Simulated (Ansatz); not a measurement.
Task: Name a neutral molecule of Al, Cl, Se and H with HOMO–LUMO gap (ωB97M-V/def2-TZVPP) between 11.40 and 11.70 eV and HOMO energy (B3LYP/def2-TZVPP) between -8.45 and -8.15 eV (Ansatz, PBE0-D4/def2-TZVP geometry).

Result: `[Cl][Al-]([Cl])([Cl])[SeH2+]` (11.61 eV, -8.41 eV). Other molecules can fit too; these were computed, each in one conformer that needn't be the lowest.

B3LYP here is the variant with VWN-RPA as its local correlation; programs differ in this.
